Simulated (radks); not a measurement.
Valence configurations of neutral rubidium (all share [Kr]). All-electron calculation, Dirac Kohn-Sham, PBE, spin-unpolarised, spherical densities, point nucleus; open shells fill j = l - 1/2 first. Program: a radial shooting solver on a logarithmic mesh with Libxc functionals. Energies are relative to 5s1; eigenvalues in eV.

valence      E (eV)  e(4d3/2)  e(5p1/2)  e(5s1/2)
5s1           0.000         -         -    -2.231
5s0.5 5p0.5   0.740         -    -1.085    -2.582
4d0.5 5s0.5   1.115    -0.388         -    -2.638
5p1           1.498         -    -1.351         -
4d0.5 5p0.5   1.871    -0.589    -1.331         -
4d1           2.236    -0.624         -         -

NIST lists [Kr] 5s1 as the ground configuration; this level of theory agrees among the configurations tried. The energies are those of spherical spin-averaged densities, not of single terms.
